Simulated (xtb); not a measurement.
BaF, charge +1, singlet, at a GFN2-xTB geometry (such geometries of metal compounds can be far from the true shape); xtb with GFN0-xTB.

Here is a job for xtb.
```
$ xtb mol.xyz --gfn 0 --chrg 1 --json

# file mol.xyz
2

Ba    -0.00000000    -0.00000000    -0.32543584
F      0.00000000     0.00000000     2.02493413
```

What the program printed (banner, timings and long lists left out):

```
   ID    Z sym.   atoms
    1   56 Ba     1
    2    9 F      2

           -------------------------------------------------
          |                Calculation Setup                |
           -------------------------------------------------

           -------------------------------------------------
          |                 G F N 0 - x T B                 |
           -------------------------------------------------

          ...................................................
          :                      SETUP                      :
          :.................................................:
          :  # basis functions                  14          :
          :  # atomic orbitals                  13          :
          :  # shells                            5          :
          :  # electrons                         8          :
          :  electronic temp.          300.0000000     K    :
          :  accuracy                    1.0000000          :
          :  -> integral cutoff          0.2500000E+02      :
          :  -> integral neglect         0.1000000E-07      :
          ...................................................

         :::::::::::::::::::::::::::::::::::::::::::::::::::::
         ::                     SUMMARY                     ::
         :::::::::::::::::::::::::::::::::::::::::::::::::::::
         :: total energy              -2.804230978773 Eh    ::
         :: gradient norm              0.003663122220 Eh/a0 ::
         :: HOMO-LUMO gap              7.122931267181 eV    ::
         ::.................................................::
         :: H0 energy                 -4.247648864980 Eh    ::
         :: repulsion energy           0.000375019672 Eh    ::
         :: electrostat energy         1.443192157340 Eh    ::
         :: -> Gsolv                   0.000000000000 Eh    ::
         ::    -> Gsasa                0.000000000000 Eh    ::
         ::    -> Gshift               0.000000000000 Eh    ::
         :: dispersion energy         -0.000149290805 Eh    ::
         :: short-range corr.          0.000000000000 Eh    ::
         :: add. restraining           0.000000000000 Eh    ::
         :: total charge               1.000000000000 e     ::
         :::::::::::::::::::::::::::::::::::::::::::::::::::::

           -------------------------------------------------
          |                Property Printout                |
           -------------------------------------------------

    * Orbital Energies and Occupations

         #    Occupation            Energy/Eh            Energy/eV
      -------------------------------------------------------------
         1        2.0000           -0.7897175             -21.4893
         2        2.0000           -0.4447166             -12.1014
         3        2.0000           -0.4446952             -12.1008
         4        2.0000           -0.4446952             -12.1008 (HOMO)
         5                         -0.1829322              -4.9778 (LUMO)
         6                         -0.1058190              -2.8795
         7                         -0.1058190              -2.8795
         8                         -0.1012796              -2.7560
         9                         -0.0214852              -0.5846
        10                         -0.0214852              -0.5846
        11                         -0.0155576              -0.4233
        12                         -0.0155576              -0.4233
        13                          0.1228930               3.3441
      -------------------------------------------------------------
                  HL-Gap            0.2617629 Eh            7.1229 eV
             Fermi-level            0.0000000 Eh            0.0000 eV

     #   Z          covCN         q      C6AA      α(0)
     1  56 Ba       0.593     0.910  4102.957   287.798
     2   9 F        0.593     0.090     8.719     3.406

 Mol. C6AA /au·bohr⁶  :       4325.585293
 Mol. C8AA /au·bohr⁸  :    1285504.754671
 Mol. α(0) /au        :        291.203789

Wiberg/Mayer (AO) data.
largest (>0.10) Wiberg bond orders for each atom

 ---------------------------------------------------------------------------
     #   Z sym  total        # sym  WBO       # sym  WBO       # sym  WBO
 ---------------------------------------------------------------------------
     1  56 Ba   0.117 --     2 F    0.117
     2   9 F    0.117 --     1 Ba   0.117
 ---------------------------------------------------------------------------

 dipole moment from electron density (au)
     X       Y       Z
   0.0000  -0.0000  -5.0007  total (Debye):   12.710

           -------------------------------------------------
          | TOTAL ENERGY               -2.804230978773 Eh   |
          | GRADIENT NORM               0.003663122220 Eh/α |
          | HOMO-LUMO GAP               7.122931267181 eV   |
           -------------------------------------------------

normal termination of xtb
```
